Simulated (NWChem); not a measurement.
System: CH3BeClS; SMILES [S](C)[Be][Cl]

```xyz
7

Be     0.2714    -0.5014    -0.0009
Cl    -0.0811    -2.2856     0.0001
S      0.6588     1.3539     0.0001
C     -1.0282     2.0750    -0.0001
H     -1.5774     1.8175    -0.9154
H     -0.8989     3.1648     0.0335
H     -1.6030     1.7660     0.8829
```
Atoms are numbered in this order, from 1.

Program: NWChem. Structure relaxed at the PBE0/def2-SVP level.

Question: Predict the results for PBE/def2-SVP. Quantities: highest occupied level (eV); orbital gap (eV); dipole (D).

Answer: The highest occupied level (eV) is -5.97, the orbital gap (eV) is 4.33 and the dipole (D) is 1.78.
